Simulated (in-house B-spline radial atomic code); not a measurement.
**The bromine ion Br⁺: [Ar] 3d10 4s2 4p3 8f1 (an excited or competing configuration)**

Level of theory: Dirac-Hartree-Fock, average of configuration, Fermi nucleus of rms radius 4.1629 fm; calculated with a radial B-spline atomic code at the basis-set limit.

Z_r = [3n² - l(l+1)]/(2<r>); Z_e = n√(-2ε); the last column is Slater's effective charge. Values are occupation-weighted means over j. An effective charge above Z reflects the relativistic contraction of the inner shells.

```tsv
shell	electrons	ε (eV)	<r> (bohr)	Z_r	Z_e	Slater
1s	2	-13589	0.04273	35.10	31.60	34.70
2s	2	-1850	0.1887	31.80	23.32	30.85
2p	6	-1629.5	0.1653	30.24	21.89	30.85
3s	2	-300.82	0.548	24.63	14.11	23.75
3p	6	-228.65	0.5619	22.25	12.30	23.75
3d	10	-109.05	0.5847	17.96	8.49	13.85
4s	2	-47.482	1.615	14.86	7.47	8.30
4p	3	-32.726	1.867	12.32	6.20	8.30
8f	1	-0.85556	44.66	2.02	2.01	2.00
```

The least bound orbital is 8f5/2 at -0.8555 eV, and it is also the most diffuse (<r> = 44.66 bohr).

Spin-orbit splittings of the orbital energies (j = l + 1/2 above j = l - 1/2 when positive): 2p 47.95 eV, 3p 7.225 eV, 3d 1.162 eV, 4p 0.6483 eV, 8f -4.099e-05 eV.

For the 1s electron the small component carries 1.61 % of the norm, the zero-frequency Breit interaction raises the level by 21.56 eV, self-energy by 11.38 eV, and vacuum polarisation lowers it by 1.161 eV.
